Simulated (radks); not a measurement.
Au, configuration [Xe] 4f14 5d10 7s1 (not the ground configuration).

All-electron calculation, Dirac Kohn-Sham, LDA (Slater exchange, Perdew-Wang correlation), spin-unpolarised, spherical densities, finite nucleus; Fermi nuclear charge, rms radius 5.4371 fm. Program: a radial shooting solver on a logarithmic mesh with Libxc functionals.

Energy parts (eV):
total: -517914.08
kinetic: 594412.00
electron-nucleus: -1304010.32
Hartree: 201334.49
exchange-correlation: -9650.24

Orbitals (lengths in bohr, moments of r in powers of bohr; r(90%) holds 90 % of the orbital's charge):
| orbital | occ. | eigenvalue (eV) | <r^4> | <1/r> | <r^2> | r(90%) |
|---|---|---|---|---|---|---|
| 1s1/2 | 2 | -80549.88 | 4.261e-07 | 95.60 | 0.0003939 | 0.0309 |
| 2s1/2 | 2 | -14207.32 | 0.00006204 | 23.50 | 0.005946 | 0.110 |
| 2p1/2 | 2 | -13633.11 | 0.00003682 | 23.48 | 0.004204 | 0.0967 |
| 2p3/2 | 4 | -11799.60 | 0.00005703 | 19.13 | 0.005392 | 0.108 |
| 3s1/2 | 2 | -3356.294 | 0.002259 | 8.625 | 0.03864 | 0.270 |
| 3p1/2 | 2 | -3096.376 | 0.001967 | 8.545 | 0.03520 | 0.262 |
| 3p3/2 | 4 | -2691.883 | 0.002715 | 7.411 | 0.04163 | 0.283 |
| 3d3/2 | 4 | -2256.904 | 0.001801 | 7.312 | 0.03191 | 0.257 |
| 3d5/2 | 6 | -2169.885 | 0.001984 | 7.054 | 0.03366 | 0.263 |
| 4s1/2 | 2 | -731.4565 | 0.05084 | 3.653 | 0.1874 | 0.585 |
| 4p1/2 | 2 | -620.4267 | 0.05421 | 3.546 | 0.1911 | 0.595 |
| 4p3/2 | 4 | -523.1746 | 0.07435 | 3.150 | 0.2240 | 0.644 |
| 4d3/2 | 4 | -340.6745 | 0.08896 | 2.948 | 0.2365 | 0.675 |
| 4d5/2 | 6 | -322.5590 | 0.09792 | 2.856 | 0.2483 | 0.692 |
| 5s1/2 | 2 | -113.2346 | 1.360 | 1.481 | 0.9658 | 1.33 |
| 4f5/2 | 6 | -88.2469 | 0.1824 | 2.481 | 0.2976 | 0.796 |
| 4f7/2 | 8 | -84.4317 | 0.1936 | 2.445 | 0.3062 | 0.807 |
| 5p1/2 | 2 | -77.0705 | 1.961 | 1.353 | 1.138 | 1.46 |
| 5p3/2 | 4 | -60.4232 | 2.916 | 1.205 | 1.380 | 1.61 |
| 5d3/2 | 4 | -12.8493 | 15.39 | 0.8620 | 2.826 | 2.41 |
| 5d5/2 | 6 | -11.2728 | 18.99 | 0.8226 | 3.110 | 2.54 |
| 7s1/2 | 1 | -1.5470 | 8008 | 0.1503 | 74.12 | 11.7 |

The highest occupied level is 7s1/2 at -1.547 eV. The density falls to 0.001 e/bohr^3 at r = 3.82 bohr.
